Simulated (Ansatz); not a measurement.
A search over several starts for the lowest SCF solution of (H2Ga-mu-H)2 (Ga₂H₆) at the given spin, in a small basis.

```yaml
crystal:
  periodic: [false, false, false]
  atoms:
    - {symbol: Ga, position_ang: [0.720242, -0.938657, 0.521735]}
    - {symbol: H, position_ang: [1.769481, -1.557844, -0.443682]}
    - {symbol: H, position_ang: [0.398136, -1.270284, 2.005777]}
    - {symbol: H, position_ang: [0.793040, 0.805103, 0.356889]}
    - {symbol: Ga, position_ang: [-0.720484, 0.938706, -0.521313]}
    - {symbol: H, position_ang: [-1.774797, 1.568127, 0.431763]}
    - {symbol: H, position_ang: [-0.386372, 1.258598, -2.005355]}
    - {symbol: H, position_ang: [-0.799266, -0.803739, -0.345813]}
basis:
  gaussian: {orbitals: def2-SVP, initial_orbitals: start.molden}
hamiltonian: {xc: pbe0, dispersion: d4}
output: {orbitals: {seedname: orbitals}}
```

The file start.molden holds the orbitals of an earlier run on this structure, at another level or in another basis.

```sh
$ ansatz run in.yaml --threads 4 --pin off --events-out ev --progress --plain --max-ram 3916MiB
```

It prints (some lines left out):

```
Functional definition: PBE0
956 factors; integrals over basis functions are off by at most 1.2e-3 eV
mean field evaluation 1: about -104825.5894 eV, gradient 2.7e0 eV
mean field evaluation 2: about -104825.6034 eV, gradient 1.3e-2 eV
mean field evaluation 4: about -104825.6247 eV, gradient 5.9e-5 eV
mean field evaluation 8: about -104824.7000 eV, gradient 2.8e1 eV
mean field evaluation 16: about -104825.6247 eV, gradient 3.3e-3 eV
mean field -104825.62468502 eV, -3852.2706538141 hartree, gradient 2.1e-5 eV, S^2 0.000000; 1 other end points of the search recorded, 0 dependent functions left out
reference -104825.62471833 eV, -3852.2706550383 hartree; 34, 34 occupied and 60, 60 virtual orbitals, 956 factors
Total energy: -104825.75203407 eV, -3852.2753338054 hartree
```

Run time 1 s (4 threads of Arm Neoverse V2 on a shared host).
